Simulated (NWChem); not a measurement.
## Extrapolating the MP2 correlation energy of F3S (+1)

SMILES: F[S+](F)F
```xyz
4

F      0.6929    -0.2175     1.1677
S     -0.0350     0.4543     0.0000
F      0.6929    -0.2175    -1.1677
F     -1.3236    -0.3726     0.0000
```
Charge +1, spin multiplicity 1.

Everything below was run with NWChem. Structure: optimised with PBE0/def2-SVP, a minimum by its harmonic frequencies.

The correlated methods keep 8 core orbitals frozen. The structure started from a generated list of species.

Worked example. The MP2 correlation energy is -703.17 mHa in cc-pVDZ and -928.04 mHa in cc-pVTZ. The form E(X) = E∞ + A/X³ turns the pair into an estimate of the basis-set limit.

E∞ = (3³·(-928.04) − 2³·(-703.17))/(3³ − 2³) = -1022.7 mHa. The larger basis holds 91 % of that, at about 8 times the processor time of the smaller one. This is a two-point estimate, and a rough one from so small a pair.
